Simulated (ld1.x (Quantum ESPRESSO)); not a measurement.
Scattering properties, TM potential for V (Z = 23)

* Element: V
* Generator: ld1.x (Quantum ESPRESSO) 7.5
* Type: norm-conserving Troullier–Martins (Kleinman–Bylander form)
* Functional: PBE
* Relativity: scalar-relativistic
* Frozen core: [Ar]
* Valence charge: 5
* Reference configuration: 3d3 4s2 4p0
* Partial waves: 4s (bound): rc 2.25 bohr; 3d (bound): rc 2.10 bohr; 4p (bound, empty): rc 2.60 bohr
* Local potential: the p channel
* Core correction: none

The phase is arctan(r·u′/u) with u = r·R(r), unwrapped; energies in Ry, scanned from -2 to 5 Ry. A pole is an energy at which the radial function vanishes at the test radius. The pseudo phase is shifted by a multiple of π to meet the all-electron one at the reference energy, and phase errors are pseudo minus all-electron; the curves can meet again beyond the range given. Levels narrower than the energy grid can be missing from the lists of poles.

| channel | radius (bohr) | reference energy (Ry) | poles, all-electron | poles, pseudo | unbroken range about the reference energy with phases within 0.05 rad | phase error 1 Ry above the reference energy (rad) |
| --- | --- | --- | --- | --- | --- | --- |
| s | 2.85 | -0.35 | 1.42 | 1.87 | below 1.6 | +0.033 |
| p | 2.85 | -0.11 | 2.27 | 1.90 | below 1.9 | -0.035 |
| d | 2.85 | -0.38 | -0.22, 3.67 | -0.21 | below 0.2 | +0.114 |

Note: ghost state, extra bound levels that the all-electron valence spectrum of the same l lacks: s at -40.5 eV. A true bound ghost makes a file unfit for plane-wave use.

Phases in the s channel:

```
E (Ry)  all-electron  pseudo
 -2.00         1.253   1.291
 -1.76         1.219   1.252
 -1.52         1.173   1.202
 -1.28         1.106   1.133
 -1.04         1.003   1.026
 -0.80         0.823   0.842
 -0.56         0.474   0.482
 -0.32        -0.162  -0.162
 -0.08        -0.785  -0.773
  0.16        -1.124  -1.100
  0.40        -1.299  -1.270
  0.64        -1.403  -1.370
  0.88        -1.472  -1.435
  1.12        -1.522  -1.482
  1.36        -1.562  -1.517
  1.60        -1.595  -1.545
  1.84        -1.624  -1.568
  2.08        -1.652  -1.589
  2.32        -1.680  -1.607
  2.56        -1.709  -1.623
  2.80        -1.741  -1.639
  3.04        -1.779  -1.655
  3.28        -1.826  -1.670
  3.52        -1.889  -1.686
  3.76        -1.980  -1.703
  4.00        -2.127  -1.721
  4.24        -2.394  -1.742
  4.48        -2.901  -1.766
  4.72        -3.566  -1.794
  4.96        -4.010  -1.830
```
